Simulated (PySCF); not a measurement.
**Correlation energy of K⁺ (potassium, charge +1)**

[Ar], closed-shell 1S. All numbers are calculated (PySCF 2.14, the spin-free X2C one-electron Hamiltonian (Gaussian nucleus), in x2c-TZVPPall with one added diffuse shell each of s, p, d type (7s5p4d, 42 functions)). Frozen: [Ne]; 8 electrons correlated.

```json
{"level": "CCSD", "correlation energy (mhartree)": "-162.53"}
{"level": "(T)", "correlation energy (mhartree)": "-1.69"}
{"level": "CCSD(T)", "correlation energy (mhartree)": "-164.22"}
{"level": "CCSDT", "correlation energy (mhartree)": "-164.35"}
```

Diagnostics: T1 = 0.0017, D1 = 0.0026, largest double amplitude 0.023.

Cost of the coupled-cluster step: of the order of 0.4 core-seconds, for 8 correlated electrons.

This basis was not built for core-valence correlation, so the inner-shell part is incomplete.
